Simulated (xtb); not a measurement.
Mg(SeH)(SiMe3) (C3H10MgSeSi), SMILES C[Si](C)(C)[Mg][SeH]. All values are semi-empirical tight-binding results from xtb (GFN2-xTB unless named), good for trends rather than for accurate numbers. Coordinates come from a GFN2-xTB optimisation. One conformer was computed; it need not be the lowest.

Optimised geometry:

```xyz
16

Mg    -0.0335     0.4617     0.9696
Se    -1.0427     2.3207    -0.3822
H     -1.4350     3.4700     0.3432
Si     0.7818    -1.7525     0.2557
C     -0.6924    -2.4692    -0.7420
C      1.3798    -3.0811     1.5034
C      2.2050    -1.3831    -0.9780
H     -0.4155    -3.3384    -1.3338
H     -1.5044    -2.7677    -0.0804
H     -1.0852    -1.7157    -1.4260
H      0.5956    -3.3390     2.2096
H      2.2357    -2.7297     2.0726
H      1.6764    -3.9940     0.9929
H      3.0900    -1.0191    -0.4587
H      1.8989    -0.6138    -1.6878
H      2.4987    -2.2602    -1.5497
```

For metal compounds this method's bond lengths and energies can be far off.

Computed properties:
```json
{
  "orbital_gap": "2.89 eV",
  "zero_point_energy": "73.1 kcal/mol",
  "G − E(el) at 298.15 K (modified RRHO)": "47.5 kcal/mol"
}
```

**Question.** Give the atomic charges and the Wiberg bond orders between heavy atoms. (Estimate from the structure and the level; the computed values follow.)

**Answer.** charges (e) Mg1 0.42, Se2 -0.70, H3 0.21, Si4 0.41, C5 -0.21, C6 -0.21, C7 -0.21, H8 0.04, H9 0.03, H10 0.03, H11 0.02, H12 0.02, H13 0.04, H14 0.03, H15 0.03, H16 0.04. Bond orders Mg1–Se2 0.69, Mg1–Si4 0.81, Si4–C5 0.86, Si4–C6 0.85, Si4–C7 0.86.
